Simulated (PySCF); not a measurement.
## Removing an electron from `C[S+](C)[GaH2-][CH2]F`

C₃H₁₀FGaS.
Numbering: `[CH3:1][S+:2]([CH3:3])[GaH2-:4][CH2:5][F:6]` (hydrogens: H7, H8, H9 on C1; H10, H11, H12 on C3; H13, H14 on Ga4; H15, H16 on C5)

Structure used (PBE0-D3(BJ)/def2-SVP), in Å, numbered top down from 1:
```xyz
16
C3H10FGaS angstrom
C     -0.926    1.465    0.302
S     -0.712   -0.228    0.888
C     -2.130   -1.044    0.129
Ga     1.148   -0.955   -0.619
C      2.552    0.258    0.144
F      2.194    1.603    0.000
H     -1.082    1.467   -0.786
H      0.016    1.985    0.520
H     -1.767    1.942    0.823
H     -3.063   -0.638    0.543
H     -2.056   -2.112    0.376
H     -2.101   -0.920   -0.963
H      0.456   -0.504   -1.970
H      1.217   -2.491   -0.256
H      2.722    0.068    1.219
H      3.524    0.114   -0.361
```

Level: wB97X-D/def2-SVPD (PySCF). Frontier orbitals with their largest atomic shares (Löwdin; up to four atoms above 4 %):

```tsv
orbital	ε (eV)	main atoms
HOMO−3	-11.26	F6 37 %, C5 22 %, H16 10 %, S2 10 %
HOMO−2	-9.77	Ga4 28 %, H14 26 %, S2 22 %, H13 7 %
HOMO−1	-9.56	S2 35 %, Ga4 23 %, H13 23 %, H14 4 %
HOMO	-9.05	?
LUMO	1.61	S2 34 %, Ga4 22 %, C3 10 %, H14 6 %
LUMO+1	1.83	Ga4 51 %, S2 15 %, C1 4 %, C3 4 %
LUMO+2	1.86	S2 43 %, Ga4 17 %, C1 8 %, C3 6 %
```

What vertical ionisation energy does ΔSCF give, and how far is −ε(HOMO) from it?

ΔSCF: 9.31 eV (898 kJ/mol; threshold wavelength 133 nm); ⟨S²⟩ of the doublet left behind is 0.754, against 0.75 for a pure doublet. −ε(HOMO) is 9.05 eV, 0.26 eV below it. In exact Kohn–Sham theory the two would be equal; wB97X-D (range-separated hybrid) comes within 0.26 eV of that here. Holes in the HOMO−1 and HOMO−2 were tried too where these lie within 1.2 eV of the HOMO; the lowest converged state counts.

On which atoms does the HOMO lie?

C5 (sp3 C–F carbon) 35 %, Ga4 (gallium bonded to C, S and 2 H) 21 %, F6 (alkyl fluorine) 20 %, H14 (hydrogen on gallium) 6 %, so no atom holds as much as 40 %. The HOMO−1 lies 0.51 eV lower.

What total energies stand behind the ΔSCF value?

E(N) = -2542.68532 Eh and E(N − 1) = -2542.34319 Eh at the same geometry, 0.34213 Eh apart.

Shift the occupied levels rigidly so that −ε(HOMO) equals the ΔSCF value. What binding energies result?

The shift is +0.26 eV: HOMO 9.31, HOMO−1 9.82, HOMO−2 10.03, HOMO−3 11.52 eV. A rigid shift is only a rough guide to the deeper ionisations.

Isolated species at its PBE0-D3(BJ)/def2-SVP geometry (one conformer only). The calculation is non-relativistic, for gallium too.

These values come from a run that also computed excited states and ΔSCF ions. On one thread, Arm Neoverse V2 (shared host), this took 6.0 min.

wB97X-D is run here without its empirical dispersion term; that term would change no orbital, density or response property at a fixed geometry.
